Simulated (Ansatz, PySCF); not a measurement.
Energy difference R1 → P1 + P2, each structure at its B3LYP-D3(BJ)/def2-TZVP stationary point, reached from a drawn start (curvature not checked).
R1, F3Zr (SMILES [F][Zr]([F])[F]) (charge 0, multiplicity 2, Z-matrix in Å and degrees):
```
Zr
F 1 1.9148
F 1 1.9148 2 119.99
F 1 1.9148 2 120.00 3 179.51
```
P1, F2Zr (SMILES [F][Zr][F]) (charge 0, multiplicity 1):
| atom | x (Å) | y (Å) | z (Å) |
|---|---|---|---|
| Zr | 0.0040 | 0.0053 | -0.6886 |
| F | 1.5649 | -0.0061 | 0.3532 |
| F | -1.5688 | 0.0008 | 0.3353 |
P2: F atom, charge 0, multiplicity 2.

```json
[
 {"level": "HF/def2-SVP", "reaction energy (eV)": "6.418"},
 {"level": "HF/def2-TZVPP", "reaction energy (eV)": "6.306"},
 {"level": "HF/def2-QZVPP", "reaction energy (eV)": "6.346"},
 {"level": "SVWN5/def2-TZVPP", "reaction energy (eV)": "8.180"},
 {"level": "PBE/def2-TZVPP", "reaction energy (eV)": "7.569"},
 {"level": "BLYP/def2-TZVPP", "reaction energy (eV)": "7.381"},
 {"level": "M06-2X/def2-TZVPP", "reaction energy (eV)": "7.232"},
 {"level": "CAM-B3LYP/def2-TZVPP", "reaction energy (eV)": "7.465"},
 {"level": "MP2/def2-QZVPP", "reaction energy (eV)": "7.840"},
 {"level": "SCS-MP2/def2-QZVPP", "reaction energy (eV)": "7.551"},
 {"level": "CCSD/def2-TZVPP", "reaction energy (eV)": "7.012"},
 {"level": "CCSD(T)/def2-SVP", "reaction energy (eV)": "6.986"},
 {"level": "CCSD(T)/def2-TZVPP", "reaction energy (eV)": "7.043"},
 {"level": "CCSD(T)/def2-QZVPP", "reaction energy (eV)": "7.168"}
]
```

P less R. No zero-point or thermal terms; singlets are restricted closed shells; open shells are unrestricted; no spin–orbit coupling. The spin states of the d-block species are the ones drawn and need not be the lowest.

Frozen-core correlation throughout.

Programs: Ansatz (a program for electronic structure) with Gaussian orbitals; PySCF for M06-2X. Each number belongs to the level named beside it. Elements past Kr take the def2 small-core potentials, without spin–orbit coupling.
